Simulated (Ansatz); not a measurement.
The same ligand exchange along the group Sc, Y.

Computed with Ansatz on PBE0-D4/def2-TZVP structures; ΔE is electronic, products minus reactants. CCSD(T)/CBS adds triple-zeta CCSD(T) − MP2 to the extrapolated MP2 energy (def2 sets, frozen cores). This one scheme is used for every species. Functionals use def2-TZVPP. def2 core potentials past Kr. For Sc, Y outer-core shells are correlated without core-valence functions, which leaves a few kJ/mol of doubt a bond. Scalar relativity is left out up to krypton. Each species was taken in one conformer, which may not be the lowest.

| reaction | PBE-D4 (kcal/mol) | CCSD(T)/CBS(def2) (kcal/mol) |
| --- | --- | --- |
| `[OH][Sc]([F])[F]` + NH₃ → `[NH2][Sc]([OH])[F]` + H–F | 29.4 | 27.7 |
| `[OH][Y]([F])[F]` + NH₃ → `[NH2][Y]([OH])[F]` + H–F | 31.6 | 30.8 |

Largest T1 diagnostic: 0.017, for `[OH][Sc]([F])[F]`.
